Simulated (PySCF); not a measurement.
PySCF input for C4H9NS, SMILES C/N=C(\C)SC, KT2/pcSseg-1. The structure is a stationary point at B3LYP-D3(BJ)/def2-SVP. The structure was generated by enumeration; whether it is a known compound was not checked.

```python
import numpy as np
from pyscf import gto, scf, dft
from pyscf.prop.nmr import rks as nmr

mol = gto.M(
    atom='''
    C    -1.05501668   -2.26409569    0.00000000
    N    -0.86007468   -0.82990857   -0.00000000
    C     0.32102211   -0.36070382    0.00000000
    C     1.60591592   -1.15685398   -0.00000000
    S     0.59047924    1.39495048    0.00000000
    C    -1.12167558    1.99237841   -0.00000000
    H    -0.60881699   -2.75052193   -0.88878310
    H    -2.13069448   -2.49480085    0.00000001
    H    -0.60881699   -2.75052194    0.88878311
    H     2.49352548   -0.50972733    0.00000000
    H     1.64800458   -1.80923393    0.88764889
    H     1.64800459   -1.80923393   -0.88764889
    H    -1.64895500    1.62991275    0.89235517
    H    -1.07191593    3.09001726   -0.00000000
    H    -1.64895499    1.62991276   -0.89235517
    ''',
    basis='pcSseg-1',
    charge=0,
    spin=0,
    max_memory=1600,
    verbose=3,
)
mf = dft.RKS(mol, xc='kt2')
mf.grids.level = 3
mf.conv_tol = 1e-10
mf.max_cycle = 100
mf.kernel()
n = nmr.NMR(mf)
n.verbose = 2
n.max_cycle_cphf = 60
sigma = n.kernel()
print('atom   isotropic/ppm   span/ppm')
for i, s in enumerate(sigma):
    w = np.linalg.eigvalsh((s + s.T) / 2)
    print(f'{mol.atom_symbol(i):2s}{i + 1:3d} {w.mean():14.3f} {w[2] - w[0]:11.3f}')
```

Output:

```
converged SCF energy = -617.490478992435
atom   isotropic/ppm   span/ppm
C   1        143.453      52.576
N   2        -43.263     576.167
C   3         20.001     170.634
C   4        163.192      33.499
S   5        413.758     553.539
C   6        163.875      21.798
H   7         28.217       8.899
H   8         27.329       8.085
H   9         28.217       8.899
H  10         29.503       8.102
H  11         29.248       9.364
H  12         29.248       9.364
H  13         28.915      11.753
H  14         29.561      11.692
H  15         28.915      11.753
```

Self-consistency was reached.
